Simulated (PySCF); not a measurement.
Compound: C2H5ClO2Si.
SMILES with atom numbers: `[CH3:1][Si@@H:2]([Cl:3])[O:4][CH:5]=[O:6]` (hydrogens: H7, H8, H9 on C1; H10 on Si2; H11 on C5)

Theory: PBE0-D3(BJ)/def2-SVP geometry optimisation, gas phase (PySCF 2.14.0).

Task: What internal coordinates does the optimisation give?

Result: 
```json
{"bond": "C1–Si2", "length (Å)": "1.849"}
{"bond": "Si2–Cl3", "length (Å)": "2.059"}
{"bond": "Si2–O4", "length (Å)": "1.720"}
{"bond": "O4–C5", "length (Å)": "1.327"}
{"bond": "C5=O6", "length (Å)": "1.201"}
{"bond": "C1–H7, C1–H8, C1–H9", "length (Å)": "1.100"}
{"bond": "Si2–H10", "length (Å)": "1.481"}
{"bond": "C5–H11", "length (Å)": "1.110"}
```

Bonds in one row agree within 0.01 Å and their mean is given. A selection of angles:
```json
{"angle": "Si2–C1–H7", "degrees": "110.4"}
{"angle": "H7–C1–H8", "degrees": "108.3"}
{"angle": "H7–C1–H9", "degrees": "109.1"}
{"angle": "C1–Si2–Cl3", "degrees": "110.2"}
{"angle": "C1–Si2–O4", "degrees": "110.7"}
{"angle": "C1–Si2–H10", "degrees": "115.6"}
{"angle": "Cl3–Si2–O4", "degrees": "102.6"}
{"angle": "Cl3–Si2–H10", "degrees": "108.2"}
{"angle": "O4–Si2–H10", "degrees": "108.8"}
{"angle": "Si2–O4–C5", "degrees": "118.6"}
{"angle": "O4–C5–O6", "degrees": "124.3"}
{"angle": "O4–C5–H11", "degrees": "111.4"}
{"angle": "O6–C5–H11", "degrees": "124.3"}
```

Torsions: C1–Si2–O4–C5 68° (synclinal); Si2–O4–C5–O6 -2° (synperiplanar).

The C–O distances run from 1.201 Å (C5=O6, drawn double) to 1.327 Å (O4–C5, drawn single), a spread of 0.126 Å. Si2 (chlorine-bound silicon) is distorted tetrahedral (angles from 102.6° to 115.6°). Of the pairs four or more bonds apart, O6···H9 is among the closest relative to their van der Waals radii: 2.81 Å, 103 % of the sum of Bondi's values.

Point group: C1 (no symmetry element, even within 0.4 Å). PBE0-D3(BJ)/def2-SVP frequencies: not computed here. The numbers are those of one conformer.
